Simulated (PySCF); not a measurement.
Molecule: CH6BN2O, net charge -1, singlet state. It need not be the lowest isomer of its formula. Whether it binds its extra electron was not tested at this geometry. SMILES: NB([NH-])OC
Geometry from a B3LYP-D3(BJ)/def2-TZVP (Ansatz) optimisation:
```
B
N 1 1.3733
H 2 1.0186 1 112.68
O 1 1.4428 2 121.87 3 179.93
C 4 1.3970 1 116.66 2 1.58
H 5 1.0973 4 111.95 1 -55.10
H 5 1.0987 6 106.29 4 -122.69
H 5 1.0993 6 109.25 7 -117.17
N 1 1.4965 2 129.88 3 -1.46
H 9 1.0094 1 114.20 2 27.02
H 9 1.0124 10 109.54 1 -129.45
```
Charge -1, spin multiplicity 1.

Dispersion corrections to the total energy (kcal/mol) from the dftd3 and dftd4 libraries through PySCF: D3(BJ) without and D4 with the three-body term, each with the damping fitted for the functional named.

| functional | D3(BJ) | D4 |
|---|---|---|
| HSE06 | -2.60 | -3.69 |
| PBE0 | -3.58 | -4.01 |
| B3LYP | [?] | -7.64 |
| BHLYP | -5.39 | [?] |
| TPSSh | -4.77 | -5.91 |
| revPBE | -11.00 | -16.87 |
| B2GP-PLYP | -2.29 | [?] |

What belongs in the gaps?


- B3LYP, D3(BJ): -7.11
- BHLYP, D4: -5.22
- B2GP-PLYP, D4: -2.00
